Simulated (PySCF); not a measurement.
Species: C₆H₂FNO₂.
Geometry (GFN2-xTB, Å), atoms numbered from 1 in this order:
```
atom  x, y, z in Å
N1    -3.1810    1.8302   -0.8333
C2    -2.2836    1.2070   -0.4923
C3    -1.1706    0.4483   -0.0836
C4    -1.1397   -0.5358    0.8832
O5     0.0771   -1.0388    1.0055
C6     0.8762   -0.3970    0.1212
C7     2.2805   -0.7596    0.0439
O8     2.8932   -1.5646    0.6529
F9     2.9013    0.0015   -0.9066
C10    0.1517    0.5382   -0.5821
H11   -1.9182   -0.9256    1.5110
H12    0.5145    1.1955   -1.3458
```

Definitions: NICS(0) = −σiso at the ring centroid; NICS(1) = −σiso and NICS(1)zz = −σzz at ±1 Å along the ring normal z. Level: GIAO PBE0/pcSseg-1 (PySCF, non-relativistic, gas phase) on the GFN2-xTB geometry, one conformer.

Ring bond lengths (Å), with Mayer bond orders in brackets: C3–C4 1.380 (1.48), C4–O5 1.322 (1.16), O5–C6 1.354 (1.02), C6–C10 1.376 (1.45), C10–C3 1.416 (1.26).

What do the NICS probes read (ppm)?

```tsv
ring	type	NICS(0)	NICS(1), two faces	NICS(1)zz, two faces	rms pucker (Å)	centre to ring atoms, mean (Å)
C3–C4–O5–C6–C10	5-membered ring with O; formal bonds all aromatic	-12.6	-10.6 / -10.6	-24.9 / -24.9	0.00	1.16
```

What can be read from them?

- C3–C4–O5–C6–C10: mean NICS(1)zz -24.9 ppm, shielded. The ring is flat and has no four-coordinate atom; by the NICS criterion it is aromatic.

What does the geometric index give? HOMA = 1 − mean of α(R − Ropt)² over the ring bonds, with Krygowski's 1993 parameters (CC: Ropt 1.388 Å, α 257.7 Å⁻²; CO: Ropt 1.265 Å, α 157.38 Å⁻²).

- C3–C4–O5–C6–C10: HOMA 0.60; the largest term is that of O5–C6, α(R − Ropt)² = 1.24.

What field does 7.05 T along the ring normal induce along that normal at the first NICS(1) probe listed for ring C3–C4–O5–C6–C10, 1 Å off the ring?

NICSzz × B0 = -24.9 ppm × 7.05 T = -176 μT, against the applied field.

Give the inner angles of the rings and the Hirshfeld charges of the ring atoms.

- C3–C4–O5–C6–C10: C3 105.7° (-0.015 e), C4 110.9° (+0.070 e), O5 107.6° (-0.025 e), C6 110.2° (+0.043 e), C10 105.6° (-0.039 e); sum 540.0° against 540° for a flat convex ring.

Cost: about 80 s of CPU time on one thread (with the writing of density and orbital grids); the machine was shared, so the figure is rough. This is the whole shielding run at PBE0/pcSseg-1, SCF included.
